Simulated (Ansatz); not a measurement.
Input for Ansatz (a program for electronic structure): R-PBE/def2-TZVPP on CH3FGeO (SMILES C[O][Ge][F]), a point of a torsion scan.

Ansatz 0.2 input:
```yaml
crystal:
  periodic: [false, false, false]
  atoms:
    - {symbol: C, position_ang: [-0.89386350, -0.11935190, 0.16726869]}
    - {symbol: O, position_ang: [-0.24211330, 1.13049698, 0.08180989]}
    - {symbol: Ge, position_ang: [-0.08524795, 2.69133200, -0.63242986]}
    - {symbol: F, position_ang: [-1.53527226, 2.71153714, -1.78843049]}
    - {symbol: H, position_ang: [-0.53836385, -0.77565945, -0.62848210]}
    - {symbol: H, position_ang: [-1.97296839, 0.00348210, 0.06488329]}
    - {symbol: H, position_ang: [-0.66517663, -0.56521093, 1.13751249]}
basis:
  gaussian:
    orbitals: def2-TZVPP
hamiltonian:
  xc: {name: PBE}
scf: {lower_state_search: off}
```

The log:

```
WARN ansatz: RAYON_NUM_THREADS=1 ignored (pool sized by the plan → 1); use --threads N
Functional definition: PBE
these checks for a lower state are left out or cut short: stability, starts, cluster_reference, orbital_swaps, neighbouring_geometries, increment
integrals: 0.09 GiB planned
1022 factors; their error is unknown
mean field: 0.64 GiB planned
mean field evaluation 1: about -62345.7450 eV, gradient 8.0e1 eV
mean field evaluation 2: about -62236.8588 eV, gradient 2.2e2 eV
mean field evaluation 4: about -62355.9658 eV, gradient 2.9e1 eV
mean field evaluation 8: about -62357.2927 eV, gradient 2.2e-1 eV
mean field evaluation 16: about -62357.2704 eV, gradient 2.8e-4 eV
mean field -62357.27042327 eV, -2291.5874207792 hartree, gradient 4.4e-6 eV, S^2 0.000000; 0 other end points of the search recorded, 0 dependent functions left out
reference -62357.27045783 eV, -2291.5874220492 hartree; 29, 29 occupied and 154, 154 virtual orbitals, 1022 factors
Total energy: -62357.27045783 eV, -2291.5874220492 hartree
Checks for a lower state left out: stability, starts, cluster_reference, orbital_swaps, neighbouring_geometries, increment
```

Self-consistency was reached.

Cost: about 1.4 core-seconds (a rough figure).
